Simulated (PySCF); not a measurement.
Nuclear quadrupole coupling in `CC(C)S(=O)(=O)c1ccccc1`

Species: C9H12O2S.
SMILES with atom numbers: `[CH3:1][CH:2]([CH3:3])[S:4](=[O:5])(=[O:6])[c:7]1[cH:8][cH:9][cH:10][cH:11][cH:12]1` (hydrogens: H13, H14, H15 on C1; H16 on C2; H17, H18, H19 on C3; H20 on C8; H21 on C9; H22 on C10; H23 on C11; H24 on C12)

Structure used (PBE0-D3(BJ)/def2-SVP), in Å, numbered top down from 1:
```
atom  x, y, z in Å
C1    -2.2310    0.3025    1.4524
C2    -2.3040   -0.0003   -0.0308
C3    -3.6258   -0.6113   -0.4692
S4    -1.0084   -1.1822   -0.5107
O5    -1.0767   -2.3151    0.4161
O6    -1.1283   -1.3811   -1.9563
C7     0.5284   -0.3273   -0.2117
C8     1.2133   -0.5614    0.9785
C9     2.4184    0.1018    1.1999
C10    2.9208    0.9767    0.2364
C11    2.2320    1.1872   -0.9591
C12    1.0286    0.5268   -1.1933
H13   -1.2675    0.7503    1.7365
H14   -3.0262    1.0128    1.7248
H15   -2.3727   -0.6196    2.0346
H16   -2.0773    0.8940   -0.6348
H17   -4.4455    0.0922   -0.2615
H18   -3.6167   -0.8383   -1.5436
H19   -3.8175   -1.5435    0.0832
H20    0.8025   -1.2703    1.7006
H21    2.9718   -0.0713    2.1254
H22    3.8670    1.4932    0.4142
H23    2.6409    1.8591   -1.7171
H24    0.4835    0.6468   -2.1320
```

Field gradients from the PBE0/pcSseg-1 density (PySCF, non-relativistic), principal values in atomic units, ordered |Vxx| ≤ |Vyy| ≤ |Vzz|:

```
atom      Vxx      Vyy     Vzz
  S4  -0.0095  -0.1714  0.1809
  O5  -0.6402  -0.8276  1.4678
  O6  -0.6195  -0.8628  1.4823
```

Q: Find the asymmetry η = (Vxx − Vyy)/Vzz and the couplings χ = eQV/h (234.96 MHz × Q in barn × V in au), with Q(33S) = −0.0678 b, Q(17O) = −0.0256 b.

A: 
| atom | environment | nucleus | η | χzz (MHz) | χxx (MHz) | χyy (MHz) |
| --- | --- | --- | --- | --- | --- | --- |
| S4 | sulfonyl sulfur | 33S | 0.90 | -2.881 | 0.151 | 2.730 |
| O5 | sulfonyl oxygen | 17O | 0.13 | -8.83 | 3.85 | 4.98 |
| O6 | sulfonyl oxygen | 17O | 0.16 | -8.92 | 3.73 | 5.19 |

Q: What is Vzz at O6 in SI units (1 au = 9.71736 × 10²¹ V/m²)?

A: 1.4823 au = 14.404 × 10²¹ V/m².

Q: And the gradient at the other heavy atoms, for which no coupling is worked out here?

A: 
```csv
atom,environment,Vzz (au),η
C1,methyl carbon,0.098,0.33
C2,sp3 carbon bound to sulfur,0.220,0.09
C3,methyl carbon,0.124,0.37
C7,substituted aromatic carbon,-0.243,0.30
C8,aromatic CH carbon,0.357,0.15
C9,aromatic CH carbon,0.318,0.12
C10,aromatic CH carbon,0.354,0.13
C11,aromatic CH carbon,0.318,0.12
C12,aromatic CH carbon,0.349,0.13
```

Q: What couplings would deuterons (Q(2H) = 0.00286 b) have in place of the hydrogens, at this geometry?

A: 
| atom | bonded to | bond length (Å) | Vzz (au) | η | χzz (kHz) |
| --- | --- | --- | --- | --- | --- |
| H13 | C1 | 1.100 | 0.2895 | 0.03 | 195 |
| H14 | C1 | 1.100 | 0.2920 | 0.03 | 196 |
| H15 | C1 | 1.100 | 0.2873 | 0.03 | 193 |
| H16 | C2 | 1.103 | 0.2784 | 0.04 | 187 |
| H17 | C3 | 1.100 | 0.2935 | 0.03 | 197 |
| H18 | C3 | 1.098 | 0.2886 | 0.03 | 194 |
| H19 | C3 | 1.100 | 0.2866 | 0.03 | 193 |
| H20 | C8 | 1.092 | 0.2963 | 0.05 | 199 |
| H21 | C9 | 1.092 | 0.3032 | 0.07 | 204 |
| H22 | C10 | 1.093 | 0.3023 | 0.06 | 203 |
| H23 | C11 | 1.092 | 0.3027 | 0.07 | 203 |
| H24 | C12 | 1.092 | 0.2974 | 0.06 | 200 |

The structure is a single PBE0-D3(BJ)/def2-SVP conformer in the gas phase; no vibrational or solvent corrections. A larger basis could move these couplings by a tenth or more.

These values come from a run that also computed NMR shieldings. Hardware: 2 threads, Intel Xeon Platinum 8488C (x86_64), no GPU, on a shared host. Cost: 53 s wall, 2.1 min CPU (grids of density and orbitals included), 2.0 GiB resident at most.
